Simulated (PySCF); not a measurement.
**The third ionisation energy along the 5p block**

Calculated with PySCF 2.14 from differences of total energies of unrestricted determinants, without spin-orbit coupling. Values in eV. The last column holds reference values (NIST; (s) semi-empirical, (t) theoretical, else measured). Unmarked ones compare directly (S terms, centres of terms, or small fine structure); those marked * lie between the lowest fine-structure levels and include a spin-orbit shift.

```
                              element                         configurations     UHF     PBE  r2SCAN  MP2 (valence)  SCS-MP2 (valence and next inner shell)  CCSD(T) (valence)           reference
In (aug-cc-pwCVTZ-DK3, spin-free X2C)              [Kr] 4d10 5s1 → [Kr] 4d10  26.626  28.570  28.229            n/a                                  27.858                n/a              28.044
Sb (aug-cc-pwCVTZ-DK3, spin-free X2C)      [Kr] 4d10 5s2 5p1 → [Kr] 4d10 5s2  24.154  24.718  24.873         24.389                                  24.566             24.472            25.323 *
Te (aug-cc-pwCVTZ-DK3, spin-free X2C)  [Kr] 4d10 5s2 5p2 → [Kr] 4d10 5s2 5p1  26.957  27.485  27.680         27.301                                  27.436             27.358      27.84 ± 0.04 *
 I (aug-cc-pwCVTZ-DK3, spin-free X2C)  [Kr] 4d10 5s2 5p3 → [Kr] 4d10 5s2 5p2  29.849  30.286  30.559         30.302                                  30.377             30.313     29.57 ± 0.025 *
Xe (aug-cc-pwCVTZ-DK3, spin-free X2C)  [Kr] 4d10 5s2 5p4 → [Kr] 4d10 5s2 5p3  29.373  30.504  30.512         30.046                                  30.281             30.210  31.05 ± 0.04 (s) *
```

Fill in the row of Sn (aug-cc-pwCVTZ-DK3, spin-free X2C) ([Kr] 4d10 5s2 → [Kr] 4d10 5s1).

UHF 28.520; PBE 30.684; r2SCAN 30.301; MP2 (valence) 29.215; SCS-MP2 (valence and next inner shell) 30.485; CCSD(T) (valence) 29.460; reference 30.506 (eV).

"Valence" correlates the outer s and p shells and, in groups 3 to 12 and the f block, the outer d or f shell, open or full, or the next shell where the ion has no valence electron left; the wider scheme adds the next inner shell.
